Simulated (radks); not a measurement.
Ionisation ladder of erbium, from Er XXIII to Er XLIV. Each ion is in the ground configuration listed by NIST, and IE = E(next ion) - E(this ion). All-electron calculation, Dirac Kohn-Sham, relativistic LDA (MacDonald-Vosko exchange, VWN5 correlation), spin-unpolarised, spherical densities, finite nucleus; open shells fill j = l - 1/2 first; Fermi nuclear charge, rms radius 5.2516 fm. Program: a radial shooting solver on a logarithmic mesh with Libxc functionals.

\begin{tabular}{lrrrrrrrrr}
species & configuration & E (hartree) & IE, Delta-SCF (eV) & -e(HOMO) (eV) & HOMO & <r> HOMO (bohr) & IE, NIST (eV) & kind & error (eV) \\ \hline
Er XXIII & [Kr] 4d10 & -12877.7600 & 769.78 & 748.62 & 4d5/2 & 0.524 & 770 & theory & -0.2 \\
Er XXIV & [Kr] 4d9 & -12849.4711 & 812.53 & 791.05 & 4d5/2 & 0.518 & 810 & theory & +2.5 \\
Er XXV & [Kr] 4d8 & -12819.6112 & 855.91 & 834.11 & 4d5/2 & 0.513 & 853 & theory & +2.9 \\
Er XXVI & [Kr] 4d7 & -12788.1571 & 899.92 & 877.81 & 4d5/2 & 0.508 & 899 & theory & +0.9 \\
Er XXVII & [Kr] 4d6 & -12755.0855 & 944.56 & 922.14 & 4d5/2 & 0.503 & 943 & theory & +1.6 \\
Er XXVIII & [Kr] 4d5 & -12720.3736 & 989.80 & 967.08 & 4d5/2 & 0.498 & 989 & theory & +0.8 \\
Er XXIX & [Kr] 4d4 & -12683.9990 & 1047.5 & 1024.2 & 4d3/2 & 0.487 & 1046 & theory & +1.5 \\
Er XXX & [Kr] 4d3 & -12645.5030 & 1094.5 & 1070.9 & 4d3/2 & 0.483 & 1092 & theory & +2.5 \\
Er XXXI & [Kr] 4d2 & -12605.2805 & 1142.1 & 1118.2 & 4d3/2 & 0.478 & 1142 & theory & +0.1 \\
Er XXXII & [Kr] 4d1 & -12563.3099 & 1190.2 & 1166.1 & 4d3/2 & 0.474 & 1188 & theory & +2.2 \\
Er XXXIII & [Kr] & -12519.5698 & 1371.5 & 1347.5 & 4p3/2 & 0.478 & 1370 & theory & +1.5 \\
Er XXXIV & [Ar] 3d10 4s2 4p5 & -12469.1690 & 1419.7 & 1395.5 & 4p3/2 & 0.475 & 1416 & theory & +3.7 \\
Er XXXV & [Ar] 3d10 4s2 4p4 & -12416.9970 & 1468.2 & 1443.9 & 4p3/2 & 0.472 & 1468 & theory & +0.2 \\
Er XXXVI & [Ar] 3d10 4s2 4p3 & -12363.0420 & 1517.0 & 1492.5 & 4p3/2 & 0.468 & 1516 & theory & +1.0 \\
Er XXXVII & [Ar] 3d10 4s2 4p2 & -12307.2943 & 1630.1 & 1604.5 & 4p1/2 & 0.447 & 1625 & theory & +5.1 \\
Er XXXVIII & [Ar] 3d10 4s2 4p1 & -12247.3904 & 1681.3 & 1655.7 & 4p1/2 & 0.444 & 1678 & theory & +3.3 \\
Er XXXIX & [Ar] 3d10 4s2 & -12185.6044 & 1812.2 & 1787.0 & 4s1/2 & 0.444 & 1803 & theory & +9.2 \\
Er XL & [Ar] 3d10 4s1 & -12119.0079 & 1861.7 & 1837.3 & 4s1/2 & 0.442 & 1858.5 & semi-emp. & +3.2 \\
Er XLI & [Ar] 3d10 & -12050.5912 & 3154.2 & 3097.5 & 3d5/2 & 0.199 & 3157 & theory & -2.8 \\
Er XLII & [Ar] 3d9 & -11934.6757 & 3268.7 & 3211.2 & 3d5/2 & 0.197 & 3265 & theory & +3.7 \\
Er XLIII & [Ar] 3d8 & -11814.5544 & 3384.6 & 3326.4 & 3d5/2 & 0.196 & 3381 & theory & +3.6 \\
Er XLIV & [Ar] 3d7 & -11690.1723 & 3502.0 & 3443.1 & 3d5/2 & 0.194 & 3505 & theory & -3.0 \\
\end{tabular}

Reference values: NIST Atomic Spectra Database (exp. = measured, semi-emp. = semi-empirical, theory = theoretical value adopted there). The ionisation energy per charge of the ion left behind rises most, in proportion, at Er XLI ([Ar] 3d10), from 46.543 to 76.932 eV. Spin polarisation and multiplet splitting are left out, so open shells lie too high by an amount that depends on their filling.

Beside tabulated values, note that spin-unpolarised runs miss the spin-polarisation part of the exchange energy of open shells.
